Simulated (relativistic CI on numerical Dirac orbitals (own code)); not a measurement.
# Charge states of manganese

Computed by Dirac-Coulomb-Breit CI, separate exchange-only KLI orbitals for each configuration, model QED (radiative potential, 1s self-energy scaled to tabulated hydrogen-like ionisation energies), valence Slater integrals scaled by 0.9 (own radial code, finite nucleus).

Each species is treated in one configuration, given outside its closed core. Radial values are for the open shell of highest l, unscaled and averaged over j; ζ includes the Breit term. Labels give the leading LS character, summed over repeated terms.

```tsv
Ion	Configuration	Its lowest level	LS weight (%)	ζ (cm⁻¹)	g_J	g√(J(J+1))	F² (cm⁻¹)	F⁴ (cm⁻¹)
Mn	3d5.4s2	6S_5/2	100	296	2.002	5.92	77580	47950
Mn+	3d5.4s	7S_3	100	296.6	2.002	6.93	79580	49270
Mn2+	3d5	6S_5/2	100	299.5	2.002	5.92	82710	51370
Mn3+	3d4	5D_0	100	350.2		0.00	91580	57290
Mn4+	3d3	4F_3/2	100	403.3	0.399	0.77	99590	62660
Mn5+	3d2	3F_2	100	458.8	0.666	1.63	107000	67630
Mn6+	3d	2D_3/2	100	517.1	0.799	1.55		
Mn7+	3s2.3p6	1S_0	100			0.00		
Mn8+	3s2.3p5	2P°_3/2	100	8442	1.333	2.58		
Mn9+	3s2.3p4	3P_2	97	8898	1.483	3.63	129100	
Mn10+	3s2.3p3	4S°_3/2	98	9367	1.988	3.85	131900	
Mn11+	3s2.3p2	3P_0	97	9846		0.00	134600	
Mn12+	3s2.3p	2P°_1/2	100	10340	0.665	0.58		
Mn13+	3s2	1S_0	100			0.00		
Mn14+	3s	2S_1/2	100		2.001	1.73		
Mn15+	2s2.2p6	1S_0	100			0.00		
Mn16+	2s2.2p5	2P°_3/2	100	56870	1.331	2.58		
Mn17+	2s2.2p4	3P_2	91	59430	1.452	3.56	409100	
Mn18+	2s2.2p3	4S°_3/2	91	62080	1.926	3.73	417700	
Mn19+	2s2.2p2	3P_0	92	64830		0.00	426200	
Mn20+	2s2.2p	2P°_1/2	100	67670	0.661	0.57		
Mn21+	2s2	1S_0	100			0.00		
Mn22+	2s	2S_1/2	100		1.997	1.73		
Mn23+	1s2	1S_0	100			0.00
```

At low charge ζ of a weakly bound d or f electron comes out too small.
